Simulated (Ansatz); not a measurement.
The same path of C2H7BO + ClH (13 atoms, charge 0, multiplicity 1) was run twice with different band settings. Lost on the way: Cl12–H13. Made: B1–Cl12, O2–H13.

Level of theory: RKS BHLYP-D4/def2-SVP in Ansatz.

Relaxed end points:

```xyz
13
Properties=species:S:1:pos:R:3
B -0.281 0.044 -0.168
O -0.451 0.409 1.138
H -1.302 0.180 1.506
C 1.111 0.348 -0.820
H 1.683 -0.588 -0.863
H 1.014 0.693 -1.853
H 1.701 1.070 -0.252
C -1.452 -0.655 -0.953
H -2.282 -0.994 -0.325
H -1.858 0.055 -1.685
H -1.087 -1.509 -1.533
Cl 1.678 2.316 2.480
H 0.765 1.517 2.030
```

```xyz
13
Properties=species:S:1:pos:R:3
B -0.094 0.540 -0.137
O -0.132 0.022 1.497
H -0.975 0.298 1.868
C 1.367 0.158 -0.618
H 1.529 -0.926 -0.608
H 1.506 0.498 -1.649
H 2.159 0.630 -0.026
C -1.348 -0.179 -0.786
H -1.243 -1.269 -0.777
H -2.298 0.080 -0.304
H -1.438 0.131 -1.832
Cl -0.336 2.382 0.101
H 0.542 0.518 1.972
```

Common settings: spring 5.0 eV/Å²; optimiser quadratic models (default); start path through a guess of the saddle point; force threshold 0.05 eV/Å; iteration limit 60; end points relaxed.

| run | movable images | climbing image |
| --- | --- | --- |
| 1 | 5 | yes |
| 2 | 1 | no |

(1) What does each run give, and how far can it be trusted?

Answers

(1) Run 1: converged after 25 iterations, highest image 1.003 eV above the first end. The profile has 2 maxima (images 3, 5) with wells between them (image 4): this band takes more than one step, which may be the mechanism or a detour left from its start path. A vibrational analysis at the climbing image gives one clearly imaginary mode, 910i cm⁻¹: a first-order saddle point.
Run 2: converged after 21 iterations, highest image 0.360 eV above the first end. The highest image is an end point: on this band no image between the ends rises above it. So few images can step over the top or miss a turn of the path.
The orbitals stay closed-shell, which can raise the energy where a bond breaks towards radicals; this wasn't checked here.
